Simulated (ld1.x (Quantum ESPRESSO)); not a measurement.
## Logarithmic derivatives: chromium (Cr), ultrasoft

* Element: Cr
* Generator: ld1.x (Quantum ESPRESSO) 7.5
* Type: ultrasoft
* Functional: BP86
* Relativity: scalar-relativistic
* Frozen core: [Ne]
* Valence charge: 14
* Reference configuration: 3s2 3p6 3d4 4s0 4p0 (charge +2)
* Partial waves: 3s (bound): rcut 1.20, rcutus 1.60 bohr; 4s (bound, empty): rcut 1.20, rcutus 1.60 bohr; 3p (bound): rcut 1.30, rcutus 1.45 bohr; 4p (bound, empty): rcut 1.30, rcutus 1.45 bohr; 3d (bound): rcut 1.75, rcutus 2.00 bohr; 3d channel at -1.3 Ry: rcut 1.75, rcutus 2.00 bohr; 4f channel at 0.2 Ry: rcut 1.25, rcutus 1.65 bohr; 4f channel at 0.85 Ry: rcut 1.25, rcutus 1.65 bohr
* Local potential: all-electron potential smoothed inside 1.35 bohr (lloc = -1)
* Core correction: Bessel-smoothed model core, default radius (core density twice the valence density)
* Augmentation charge: PSQ, inside the norm-conserving radii

The phase is arctan(r·u′/u) with u = r·R(r), unwrapped; energies in Ry, scanned from -9 to 5 Ry. A pole is an energy at which the radial function vanishes at the test radius. The pseudo phase is shifted by a multiple of π to meet the all-electron one at the reference energy, and phase errors are pseudo minus all-electron; the curves can meet again beyond the range given. Levels narrower than the energy grid can be missing from the lists of poles.

| channel | radius (bohr) | reference energy (Ry) | poles, all-electron | poles, pseudo | unbroken range about the reference energy with phases within 0.05 rad | phase error 1 Ry above the reference energy (rad) |
| --- | --- | --- | --- | --- | --- | --- |
| s | 2.21 | -1.36 | -6.94, 2.59 | -6.94, 2.63 | the whole range | +0.001 |
| p | 2.21 | -0.97 | -4.78, 3.73 | -4.78, 3.21 | below 3.7 | -0.008 |
| d | 2.21 | -1.68 | -1.33 | -1.33 | below 1.4 | +0.000 |
| f | 2.21 | 0.20 | 4.90 | 4.90 | the whole range | +0.000 |

Phases in the s channel:

| E (Ry) | all-electron | pseudo |
| --- | --- | --- |
| -9.00 | 1.387 | 1.387 |
| -8.76 | 1.382 | 1.382 |
| -8.52 | 1.377 | 1.377 |
| -8.28 | 1.370 | 1.370 |
| -8.04 | 1.362 | 1.362 |
| -7.80 | 1.351 | 1.351 |
| -7.56 | 1.333 | 1.334 |
| -7.32 | 1.292 | 1.292 |
| -7.08 | 0.787 | 0.787 |
| -6.84 | -1.673 | -1.673 |
| -6.60 | -1.735 | -1.735 |
| -6.36 | -1.759 | -1.759 |
| -6.12 | -1.773 | -1.773 |
| -5.88 | -1.785 | -1.785 |
| -5.64 | -1.796 | -1.796 |
| -5.40 | -1.807 | -1.807 |
| -5.16 | -1.818 | -1.818 |
| -4.92 | -1.830 | -1.830 |
| -4.68 | -1.842 | -1.842 |
| -4.44 | -1.856 | -1.856 |
| -4.20 | -1.872 | -1.872 |
| -3.96 | -1.890 | -1.890 |
| -3.72 | -1.910 | -1.910 |
| -3.48 | -1.934 | -1.934 |
| -3.24 | -1.963 | -1.963 |
| -3.00 | -1.998 | -1.997 |
| -2.76 | -2.041 | -2.041 |
| -2.52 | -2.096 | -2.096 |
| -2.28 | -2.168 | -2.168 |
| -2.04 | -2.266 | -2.266 |
| -1.80 | -2.405 | -2.405 |
| -1.56 | -2.607 | -2.607 |
| -1.32 | -2.895 | -2.895 |
| -1.08 | -3.261 | -3.261 |
| -0.84 | -3.628 | -3.628 |
| -0.60 | -3.920 | -3.919 |
| -0.36 | -4.124 | -4.123 |
| -0.12 | -4.265 | -4.264 |
| 0.12 | -4.365 | -4.364 |
| 0.36 | -4.439 | -4.438 |
| 0.60 | -4.495 | -4.494 |
| 0.84 | -4.539 | -4.538 |
| 1.08 | -4.575 | -4.574 |
| 1.32 | -4.606 | -4.604 |
| 1.56 | -4.631 | -4.630 |
| 1.80 | -4.654 | -4.652 |
| 2.04 | -4.674 | -4.672 |
| 2.28 | -4.691 | -4.689 |
| 2.52 | -4.708 | -4.706 |
| 2.76 | -4.723 | -4.721 |
| 3.00 | -4.737 | -4.734 |
| 3.24 | -4.751 | -4.748 |
| 3.48 | -4.764 | -4.761 |
| 3.72 | -4.777 | -4.773 |
| 3.96 | -4.790 | -4.786 |
| 4.20 | -4.804 | -4.798 |
| 4.44 | -4.817 | -4.811 |
| 4.68 | -4.832 | -4.825 |
| 4.92 | -4.847 | -4.838 |
